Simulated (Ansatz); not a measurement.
PBE exchange is replaced step by step with exact exchange (0 % is PBE, 25 % PBE0; no dispersion term), basis def2-SVP, Ansatz. System: `c1coc(-c2ccc(-c3ccc(-c4ccco4)o3)o2)c1`. Total charge 0; singlet. Geometry: r2SCAN-D4/def2-SVP.

Geometry of the singlet:

```xyz
30

C     5.4017   -2.3981   -1.7072
C     4.9137   -2.6276   -2.9658
O     3.6236   -2.2125   -3.0569
C     3.2734   -1.7079   -1.8406
C     1.9398   -1.2074   -1.7088
C     0.8749   -1.1180   -2.5840
C    -0.1904   -0.5223   -1.8589
C     0.2910   -0.2848   -0.5851
C    -0.2898    0.2859    0.5868
C     0.1912    0.5244    1.8606
C    -0.8745    1.1202    2.5851
C    -1.9394    1.2081    1.7097
C    -3.2735    1.7075    1.8406
C    -4.3381    1.7967    0.9674
C    -5.4023    2.3957    1.7055
C    -4.9152    2.6268    2.9641
O    -3.6248    2.2129    3.0563
O    -1.5862    0.7015    0.4939
O     1.5871   -0.7014   -0.4926
C     4.3384   -1.7988   -0.9680
H     6.4041   -2.6306   -1.3510
H     5.3355   -3.0583   -3.8706
H     0.8781   -1.4472   -3.6211
H    -1.1929   -0.2890   -2.2114
H     1.1938    0.2922    2.2135
H    -0.8781    1.4502    3.6219
H    -4.3406    1.4692   -0.0701
H    -6.4047    2.6269    1.3486
H    -5.3378    3.0581    3.8682
H     4.3417   -1.4723    0.0699
```

| exact exchange (%) | HOMO (eV) | LUMO (eV) | gap (eV) |
| --- | --- | --- | --- |
| 5 | -4.51 | -2.01 | 2.50 |
| 10 | -4.67 | -1.89 | 2.79 |
| 15 | -4.83 | -1.76 | 3.07 |
| 25 | -5.16 | -1.51 | 3.66 |
| 35 | -5.50 | -1.25 | 4.25 |
| 50 | -6.00 | -0.85 | 5.15 |

(1) Fit a straight line to the column «gap (eV)» against the share of exact exchange and predict its value at 0 %.

Results:

(1) With x = exact exchange (%) and y = gap (eV): mean x = 23.33, mean y = 3.57; Σ(x − x̄)(y − ȳ) = 84.4, Σ(x − x̄)² = 1433; slope b = 0.0589, intercept a = ȳ − b·x̄ = 2.196. The residuals of the fitted rows reach 0.01. At x = 0 the line gives 2.196 + (0.0589 × 0) = 2.20; the run gave 2.22, 0.02 more than the line.
